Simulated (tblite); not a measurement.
A geometry optimisation, step by step.

Species: C5H14GeSe.
Bonds: C1–C2, C2–Ge3, Ge3–C4, C4–C5, C4–C6, C4–Se7. Hydrogens: H8, H9, H10 on C1; H11, H12 on C2; H13, H14 on Ge3; H15, H16, H17 on C5; H18, H19, H20 on C6; H21 on Se7.

Computed with GFN2-xTB (tblite), gas phase: L-BFGS steps from a force-field or distance-geometry start until the largest atomic force falls under 0.01 eV/Å. 7 of its 158 geometries are shown.

Step 0: E = -622.8293 eV, largest atomic force 1.537 eV/Å
```
atom  x, y, z in Å  |  force x, y, z in eV/Å
C1      3.024    0.446   -0.074   -0.894   0.550   0.061
C2      1.800   -0.462    0.071    0.744  -1.044   0.259
Ge3     0.341    0.707    0.563    0.387   1.159   0.377
C4     -1.403   -0.074    0.247    0.418  -0.824  -0.213
C5     -1.426   -1.488    0.831   -0.417   0.035   0.289
C6     -1.714   -0.058   -1.223   -0.046   0.926  -0.662
Se7    -2.675    0.997    1.274   -1.130   0.746   0.728
H8      2.914    0.909   -1.079    0.644  -0.138   0.784
H9      2.882    1.237    0.705    0.725  -0.409  -0.658
H10     3.957   -0.091    0.074   -0.036   0.254  -0.242
H11     1.971   -1.209    0.899   -0.169   0.481  -0.960
H12     1.618   -0.981   -0.889    0.074  -0.056   0.665
H13     0.448    1.134    2.044    0.102  -0.021  -0.465
H14     0.460    1.954   -0.369   -0.088  -0.275   0.503
H15    -1.106   -1.402    1.887   -0.438  -0.364  -0.300
H16    -2.440   -1.931    0.726    0.582   0.190   0.348
H17    -0.715   -2.164    0.327   -0.231   0.471   0.043
H18    -1.048    0.704   -1.691   -0.446  -0.445  -0.111
H19    -1.538   -1.018   -1.721   -0.298   0.320   0.223
H20    -2.738    0.324   -1.332    0.119  -0.540  -0.525
H21    -2.620    2.483    0.884    0.399  -1.016  -0.144
```

Step 26: E = -623.5310 eV, largest atomic force 0.168 eV/Å
```
atom  x, y, z in Å  |  force x, y, z in eV/Å
C1      3.181    0.434   -0.091    0.055   0.008   0.012
C2      1.890   -0.350    0.112    0.036   0.029  -0.019
Ge3     0.345    0.797    0.604   -0.062  -0.134  -0.064
C4     -1.450   -0.073    0.263    0.040  -0.110  -0.120
C5     -1.527   -1.484    0.826    0.017   0.000   0.026
C6     -1.825   -0.067   -1.218   -0.016   0.055  -0.026
Se7    -2.805    1.012    1.275   -0.006   0.138   0.065
H8      3.144    1.008   -1.014   -0.041  -0.012   0.004
H9      3.350    1.137    0.724   -0.037  -0.053   0.040
H10     4.036   -0.241   -0.140   -0.039   0.030  -0.032
H11     2.021   -1.068    0.923    0.026  -0.047   0.007
H12     1.669   -0.924   -0.788   -0.015  -0.012  -0.013
H13     0.462    1.175    2.054   -0.021   0.024   0.055
H14     0.348    2.096   -0.163    0.005   0.040  -0.031
H15    -1.310   -1.501    1.894    0.005   0.084   0.043
H16    -2.521   -1.912    0.679    0.029   0.029  -0.034
H17    -0.797   -2.126    0.328   -0.034   0.043  -0.018
H18    -1.356    0.765   -1.743    0.032   0.057   0.017
H19    -1.517   -0.995   -1.704    0.034   0.092   0.094
H20    -2.903    0.043   -1.345    0.005  -0.145  -0.012
H21    -2.444    2.289    0.680   -0.013  -0.117   0.006
```

Step 52: E = -623.6202 eV, largest atomic force 0.046 eV/Å
```
atom  x, y, z in Å  |  force x, y, z in eV/Å
C1      3.173    0.414   -0.081   -0.004   0.004  -0.001
C2      1.900   -0.403    0.090   -0.013   0.013   0.000
Ge3     0.363    0.757    0.596   -0.005  -0.025  -0.006
C4     -1.457   -0.054    0.272    0.040   0.023  -0.003
C5     -1.556   -1.445    0.871    0.006   0.025   0.000
C6     -1.817   -0.057   -1.201   -0.001   0.003   0.014
Se7    -2.792    1.098    1.248    0.010  -0.017  -0.016
H8      3.046    1.151   -0.870    0.006   0.003  -0.014
H9      3.414    0.947    0.837   -0.011  -0.010   0.013
H10     4.018   -0.223   -0.338   -0.017  -0.023   0.002
H11     2.046   -1.156    0.867   -0.014   0.001  -0.012
H12     1.677   -0.939   -0.834    0.006   0.020  -0.004
H13     0.468    1.147    2.047    0.006   0.009  -0.001
H14     0.424    2.049   -0.187   -0.013   0.004   0.015
H15    -1.371   -1.415    1.945   -0.001  -0.008   0.005
H16    -2.546   -1.873    0.701    0.008  -0.001   0.015
H17    -0.813   -2.099    0.412   -0.019  -0.001  -0.004
H18    -1.749    0.950   -1.614    0.009   0.000  -0.024
H19    -1.130   -0.703   -1.751    0.007   0.004   0.019
H20    -2.832   -0.424   -1.354    0.008  -0.015  -0.004
H21    -2.476    2.293    0.497   -0.009  -0.007   0.009
```

Step 78: E = -623.6277 eV, largest atomic force 0.020 eV/Å
```
atom  x, y, z in Å  |  force x, y, z in eV/Å
C1      3.169    0.388   -0.075    0.003  -0.004   0.015
C2      1.855   -0.373    0.040    0.001   0.001  -0.006
Ge3     0.350    0.794    0.608    0.003   0.001  -0.001
C4     -1.453   -0.043    0.283    0.018   0.004  -0.001
C5     -1.541   -1.427    0.898    0.009   0.006   0.005
C6     -1.772   -0.079   -1.199   -0.004  -0.004   0.008
Se7    -2.832    1.086    1.220    0.004  -0.014  -0.004
H8      3.100    1.155   -0.844   -0.003  -0.010   0.014
H9      3.413    0.875    0.867   -0.002   0.006   0.011
H10     3.985   -0.287   -0.331   -0.007   0.007  -0.015
H11     1.961   -1.181    0.766   -0.003  -0.003  -0.008
H12     1.618   -0.835   -0.919   -0.004  -0.007  -0.008
H13     0.478    1.156    2.063    0.006  -0.001   0.015
H14     0.389    2.103   -0.146   -0.007   0.004  -0.001
H15    -1.310   -1.395    1.964   -0.004   0.016   0.012
H16    -2.542   -1.847    0.778    0.006   0.004  -0.012
H17    -0.828   -2.094    0.412    0.002   0.001  -0.003
H18    -1.746    0.924   -1.626   -0.001  -0.001  -0.005
H19    -1.030   -0.690   -1.714   -0.010  -0.007  -0.012
H20    -2.757   -0.507   -1.380   -0.011  -0.001   0.002
H21    -2.517    2.294    0.490    0.004   0.000  -0.007
```

Step 105: E = -623.6316 eV, largest atomic force 0.022 eV/Å
```
atom  x, y, z in Å  |  force x, y, z in eV/Å
C1      3.168    0.365   -0.043    0.011  -0.004   0.001
C2      1.825   -0.348   -0.024    0.009   0.003  -0.001
Ge3     0.346    0.820    0.602    0.005  -0.007  -0.006
C4     -1.447   -0.032    0.278    0.010   0.011   0.006
C5     -1.507   -1.400    0.931   -0.001  -0.002   0.002
C6     -1.776   -0.113   -1.200   -0.004   0.005   0.016
Se7    -2.837    1.103    1.190   -0.009  -0.008   0.004
H8      3.142    1.214   -0.723   -0.011   0.010  -0.003
H9      3.419    0.737    0.948    0.003  -0.002   0.009
H10     3.958   -0.310   -0.369    0.013  -0.002   0.006
H11     1.879   -1.216    0.635    0.011  -0.004  -0.009
H12     1.595   -0.721   -1.024   -0.003   0.005  -0.009
H13     0.493    1.119    2.070   -0.002   0.002   0.004
H14     0.379    2.159   -0.097   -0.007  -0.002  -0.014
H15    -1.298   -1.329    1.999   -0.010   0.006   0.009
H16    -2.490   -1.855    0.799   -0.008  -0.005   0.003
H17    -0.761   -2.054    0.477   -0.009  -0.020  -0.005
H18    -1.750    0.875   -1.658    0.003  -0.006  -0.010
H19    -1.044   -0.747   -1.703    0.003   0.007  -0.001
H20    -2.765   -0.543   -1.358   -0.003   0.008   0.002
H21    -2.538    2.292    0.423   -0.002   0.004  -0.005
```

Step 131: E = -623.6358 eV, largest atomic force 0.024 eV/Å
```
atom  x, y, z in Å  |  force x, y, z in eV/Å
C1      3.192    0.360    0.006    0.001   0.003   0.005
C2      1.833   -0.311   -0.125    0.007  -0.004  -0.007
Ge3     0.355    0.817    0.573   -0.003  -0.006   0.002
C4     -1.446   -0.038    0.293    0.016   0.017  -0.004
C5     -1.526   -1.386    0.985   -0.003   0.004  -0.006
C6     -1.779   -0.151   -1.181   -0.003   0.003   0.007
Se7    -2.824    1.130    1.183    0.002  -0.002  -0.006
H8      3.207    1.303   -0.538    0.002  -0.009   0.002
H9      3.417    0.572    1.050   -0.006  -0.002  -0.009
H10     3.978   -0.280   -0.392    0.001   0.011   0.007
H11     1.839   -1.260    0.414    0.002   0.005  -0.003
H12     1.640   -0.543   -1.174   -0.002   0.002   0.002
H13     0.542    1.101    2.038    0.004   0.001   0.008
H14     0.349    2.163   -0.115   -0.005  -0.013   0.008
H15    -1.334   -1.283    2.054    0.010  -0.001   0.002
H16    -2.514   -1.831    0.854   -0.015  -0.010   0.004
H17    -0.786   -2.067    0.564    0.005   0.002  -0.008
H18    -1.725    0.824   -1.667   -0.009  -0.004  -0.001
H19    -1.065   -0.816   -1.668    0.005  -0.010   0.004
H20    -2.780   -0.556   -1.329   -0.014  -0.001  -0.002
H21    -2.583    2.270    0.329    0.005   0.013  -0.006
```

Step 157: E = -623.6372 eV, largest atomic force 0.009 eV/Å
```
atom  x, y, z in Å  |  force x, y, z in eV/Å
C1      3.199    0.363    0.036   -0.004   0.001   0.000
C2      1.841   -0.286   -0.184   -0.004  -0.001  -0.001
Ge3     0.358    0.806    0.561   -0.001  -0.002   0.002
C4     -1.447   -0.041    0.293    0.007  -0.003  -0.005
C5     -1.536   -1.374    1.011   -0.001  -0.003   0.002
C6     -1.793   -0.185   -1.176    0.000   0.002  -0.003
Se7    -2.806    1.165    1.162   -0.002   0.001  -0.004
H8      3.236    1.341   -0.440    0.003   0.004  -0.004
H9      3.390    0.500    1.099    0.000  -0.003   0.003
H10     3.995   -0.252   -0.380    0.001  -0.001   0.000
H11     1.826   -1.274    0.280    0.006   0.002   0.004
H12     1.673   -0.433   -1.252    0.000   0.000  -0.001
H13     0.560    1.054    2.032    0.003  -0.006  -0.004
H14     0.340    2.170   -0.088   -0.003   0.002  -0.002
H15    -1.315   -1.258    2.072   -0.001   0.005   0.007
H16    -2.534   -1.806    0.911   -0.007  -0.001   0.002
H17    -0.818   -2.074    0.584    0.005   0.000  -0.004
H18    -1.735    0.777   -1.687    0.001   0.001   0.001
H19    -1.089   -0.870   -1.651   -0.002   0.000   0.003
H20    -2.800   -0.584   -1.304    0.001   0.000  -0.002
H21    -2.555    2.280    0.276    0.000   0.001   0.006
```

Problem. Summarise the path.

Solution. The energy falls by 18.63 kcal/mol from step 0 to step 157; nine tenths of that is first reached at step 33. It falls at every step. The largest force goes from 1.537 to 0.009 eV/Å. Among the bonds Se7–H21 changes most, from 1.537 to 1.446 Å; the atoms move by 0.506 Å rms after alignment.

The cost below is that of the whole relaxation. Time: 2.3 s. Hardware: one thread of an Arm Neoverse N1 (shared host).
